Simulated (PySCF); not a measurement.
# What a mistake does to a calculation on AlBGeH4O

All numbers below are calculated, not measured. The program is PySCF 2.14.0, an open-source quantum chemistry code, run on an isolated molecule that a program drew, which may never have been made. The molecule is AlBGeH4O (charge 0, singlet), drawn as the SMILES string `[Al][O][BH][GeH3]`.

Each row is a Hartree-Fock (HF) and frozen-core CCSD(T) single point in the cc-pV(D+d)Z basis, meant for a local HF minimum. Run 1 is clean. Each other run has one planted mistake out of seven kinds, and not every kind appears here: one electron removed, one electron added, multiplicity raised by two, geometry at a saddle point, minimal basis STO-3G, one bond length entered in bohr, all coordinates scaled. The reference is restricted for singlets and unrestricted otherwise, and also for a bond in bohr. Adding or removing an electron swaps singlet and doublet. Electrons count all cores. HOMO and LUMO are orbital energies over both spins, the gradient is its largest component, and the lowest frequency (negative if imaginary) is given only where the gradient is small. Bond lengths are over the 7 bonds as drawn. T1 is the CCSD diagnostic: over 0.02 (restricted) or 0.045 (unrestricted) a single reference is doubtful. Germanium has the cc-pVDZ-PP basis, with a core potential (ECP10MDF) in place of its 10 inner electrons, and its 3s, 3p and 3d shells are frozen in CCSD(T).

Geometry of the clean run:
```xyz
8
AlBGeH4O, angstrom
Al   -1.7327   -2.7599    2.0484
O    -0.2670   -2.4356    1.2174
B     0.8884   -2.1883    0.5850
Ge    0.9147   -1.2676   -1.3086
H     1.9320   -2.5000    1.1091
H    -0.4960   -0.9091   -1.8099
H     1.7415    0.0307   -1.2906
H     1.5593   -2.1830   -2.3652
```

```
run  electrons  basis functions  <S^2>  HOMO (eV)  LUMO (eV)  gradient (hartree/bohr)  lowest frequency (cm^-1)  mean bond (Å)  longest bond (Å)      T1  HF (hartree)  CCSD(T) (hartree)                          mistake
  1         62               94  0.000      -9.07       1.18                  2.5e-05                        40         1.5698             2.106  0.0168    -637.25033         -637.71928                         no fault
  2         63               94  0.778       0.22       6.23                  6.0e-02                         -         1.5698             2.106  0.0395    -637.22412         -637.70855               one electron added
  3         62               94  0.000      -6.82      -1.40                  5.8e-02                         -         1.7879             3.242  0.0508    -637.10190         -637.58395  one bond length entered in bohr
  4         62               94  0.000      -8.79       1.32                  7.7e-02                         -         1.4489             1.944  0.0148    -637.19780         -637.65824           all coordinates scaled
  5         61               94  0.753     -13.85      -7.64                  8.1e-02                         -         1.5698             2.106  0.0733    -636.94434         -637.38246             one electron removed
  6         62               94  2.002      -6.56      -0.62                  8.7e-03                         -         1.5698             2.106  0.0208    -637.16583         -637.60450                                ?
```

**Which mistake was planted in run 6, and what did it cost?**

Electrons, basis and geometry are unchanged, and <S^2> is 2.002, beside S(S+1) = 2.00 for a multiplicity of 3. So the mistake is: multiplicity raised by two. Subtracting run 1 and multiplying by 627.51 kcal/mol a hartree, the energy moved by 53.0 kcal/mol in HF and 72.0 kcal/mol in CCSD(T).

Cautions from the logs. Run 2: the HOMO is above zero, so the electron isn't bound and the energy depends on the basis; run 3: T1 is over the limit, so its CCSD(T) energy is less reliable; run 5: T1 is over the limit, so its CCSD(T) energy is less reliable.
